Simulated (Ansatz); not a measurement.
System: C$_{5}$H$_{9}$O, net charge -1, singlet state. It need not be the lowest isomer of its formula. Whether it binds its extra electron was not tested at this geometry. 
Structure (B3LYP-D3(BJ)/def2-TZVP (Ansatz, a first-principles code) minimum search):
```
C
H 1 1.0960
H 1 1.0988 2 107.56
C 1 1.5267 2 110.18 3 117.96
H 4 1.0925 1 107.19 2 173.73
H 4 1.0962 5 106.55 1 116.31
C 4 1.5275 5 110.54 6 119.01
H 7 1.0946 4 110.81 5 61.02
H 7 1.0952 8 107.18 4 -121.69
H 7 1.0956 8 107.64 9 -115.47
C 1 1.5460 2 111.33 3 -117.54
O 11 1.2698 1 115.19 2 -179.77
C 11 1.3797 12 128.18 1 -179.83
H 13 1.0835 11 121.38 12 179.98
H 13 1.0850 14 118.21 11 -179.79
```
Charge -1, spin multiplicity 1.

Basis-set convergence of Hartree-Fock and MP2 correlation energies (hartree) with Ansatz. Valence correlation only, unless marked. No spin-orbit coupling. No relativistic terms. This anion needs diffuse functions, which these sets lack.

```json
[
 {"basis": "cc-pVDZ", "functions": "129", "E(HF)": "-269.42472", "E(corr, MP2)": "-0.89452"},
 {"basis": "cc-pVTZ", "functions": "306", "E(HF)": "-269.50846", "E(corr, MP2)": "-1.10630"},
 {"basis": "cc-pVQZ", "functions": "600", "E(HF)": "___", "E(corr, MP2)": "___"}
]
```

Some entries are withheld; supply them.


- cc-pVQZ, E(HF): -269.52997
- cc-pVQZ, E(corr, MP2): -1.18059
